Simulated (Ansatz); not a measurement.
F₂Sb, doublet, geometry from GFN2-xTB (the spin is typed, not shown lowest) (core potentials on Sb); WB97X/def2-SVP (Ansatz, a program for electronic structure).

Ansatz was given this input:
Ansatz 0.2 input:
```yaml
crystal:
  periodic: [false, false, false]
  atoms:
    - {symbol: Sb, position_ang: [0.31771594, 0.14976653, 0.12006733]}
    - {symbol: F, position_ang: [-1.05374455, 0.63895176, -1.26017625]}
    - {symbol: F, position_ang: [-0.74664576, -1.48762875, 0.57979471]}
basis:
  gaussian:
    orbitals: def2-SVP
hamiltonian:
  xc: {name: wB97X}
magnetization: {spin_polarized: true, initial_magnetization: 1}
accuracy: high
```

Task: Write the output that Ansatz gives for this input, abridged.

Result: 
```
Functional definition: wB97X
1142 factors; integrals over basis functions are off by at most 3.7e-9 eV
235 factors; integrals over basis functions are off by at most 9.5e-10 eV
mean field evaluation 1: about -11962.8383 eV, gradient 3.4e1 eV
mean field evaluation 2: about -11958.6414 eV, gradient 5.2e1 eV
mean field evaluation 4: about -11967.1870 eV, gradient 3.2e-1 eV
mean field evaluation 8: about -11967.2139 eV, gradient 1.2e-2 eV
mean field evaluation 16: about -11967.2139 eV, gradient 4.1e-5 eV
mean field -11967.21389162 eV, -439.7869988480 hartree, gradient 3.9e-8 eV, S^2 0.752823; 0 other end points of the search recorded, 0 dependent functions left out
reference -11967.21389020 eV, -439.7869987958 hartree; 21, 20 occupied and 33, 34 virtual orbitals, 1142 factors
Total energy: -11967.21389020 eV, -439.7869987958 hartree
```
